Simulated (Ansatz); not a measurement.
Cartesian coordinates in Å:
```
C 0.2440 1.6651 1.3094
N -0.7174 0.7393 0.7535
Si -0.4807 -0.9367 0.5606
O 0.6460 -1.3833 -0.5535
C 0.5276 -1.0595 -1.9169
H -0.2254 2.3548 2.0180
H 1.0092 1.1104 1.8581
H 0.7594 2.2596 0.5454
H -1.5161 1.1751 0.3236
H -1.8138 -1.4690 0.1649
H 0.0509 -1.5231 1.8121
H 1.3762 -1.4926 -2.4502
H -0.3954 -1.4654 -2.3498
H 0.5354 0.0253 -2.0752
```

The species carries charge 0 and has multiplicity 1.

Task: List the B3LYP/def2-TZVPP orbital energies in eV (the Gaussian-basis code of Ansatz). (Estimate.)

Result: The calculation gave: Occupied: -1799.10, -520.20, -389.05, -278.01, -277.51, -143.52, -98.86, -98.85, -98.83, -27.50, -23.94, -18.68, -18.25, -14.80, -13.35, -12.45, -12.35, -12.22, -11.71, -10.85, -9.83, -9.34, -8.48, -7.86, -6.72. Lowest empty: 0.49, 1.13, 1.55, 1.68, 2.04, 2.43, 2.83, 2.91.

B3LYP here is the variant with VWN-RPA as its local correlation; programs differ in this.
